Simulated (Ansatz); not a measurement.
A CCSD(T) single point on CH₅ClFNSi (`FCN[SiH2]Cl`).

```yaml
crystal:
  periodic: [false, false, false]
  atoms:
    - {symbol: F, position_ang: [0.995699, 0.527227, 2.064025]}
    - {symbol: C, position_ang: [-0.106835, 0.650791, 1.222977]}
    - {symbol: N, position_ang: [-0.229949, -0.456360, 0.360114]}
    - {symbol: Si, position_ang: [0.262106, -0.491990, -1.275903]}
    - {symbol: Cl, position_ang: [-1.243710, 0.039901, -2.582831]}
    - {symbol: H, position_ang: [-0.976228, 0.756167, 1.876923]}
    - {symbol: H, position_ang: [0.037958, 1.568203, 0.646697]}
    - {symbol: H, position_ang: [-0.642462, -1.274875, 0.778769]}
    - {symbol: H, position_ang: [1.339014, 0.503016, -1.456495]}
    - {symbol: H, position_ang: [0.647707, -1.873380, -1.631377]}
basis:
  gaussian: {orbitals: def2-TZVPP}
correlation: {method: ccsd_t}
output: {orbitals: {seedname: orbitals}}
```

```sh
$ ansatz run in.yaml --threads 4 --pin off --events-out ev --progress --plain
```

The program prints (abridged):

```
Functional definition: HF
1470 factors; integrals over basis functions are off by at most 1.0e-3 eV
mean field evaluation 1: about -25664.8816 eV, gradient 3.6e1 eV
mean field evaluation 2: about -25665.1375 eV, gradient 3.7e1 eV
mean field evaluation 4: about -25668.1212 eV, gradient 3.5e0 eV
mean field evaluation 8: about -25668.1704 eV, gradient 2.4e-1 eV
mean field -25668.17058778 eV, -943.2878705900 hartree, gradient 2.8e-6 eV, S^2 0.000000; 0 other end points of the search recorded, 0 dependent functions left out
13 core orbitals not correlated: weight in the atoms' cores, before any rotation towards them, 1.000 or more for the frozen orbitals, at most 0.000 for the correlated occupied ones
reference -25668.17058778 eV, -943.2878705900 hartree; 16, 16 occupied and 218, 218 virtual orbitals, 1470 factors
second order -25.55082365 eV of doubles, -0.00000000 eV of singles
cycle   1  -26.10302477 eV  change   -5.5e-1 eV  update   1.0e-1
cycle   2  -26.67766679 eV  change   -5.7e-1 eV  update   2.8e-2
cycle   3  -26.79737780 eV  change   -1.2e-1 eV  update   1.4e-2
cycle   4  -26.78581210 eV  change    1.2e-2 eV  update   3.1e-3
cycle   5  -26.78390478 eV  change    1.9e-3 eV  update   1.5e-3
cycle   6  -26.78460436 eV  change   -7.0e-4 eV  update   4.7e-4
cycle   7  -26.78443271 eV  change    1.7e-4 eV  update   1.7e-4
cycle   8  -26.78433741 eV  change    9.5e-5 eV  update   5.2e-5
cycle   9  -26.78434839 eV  change   -1.1e-5 eV  update   2.0e-5
perturbative correction -0.98461709 eV, -0.0361840108 hartree
Total energy: -25695.93955327 eV, -944.3083612491 hartree
```

It took 36 s on 4 threads of a server CPU on a shared host, with 5.5 GiB of host memory at the peak.

The correlation energy is -27.769 eV, 3.5 % of it from (T); the T1 diagnostic reads 0.0106.
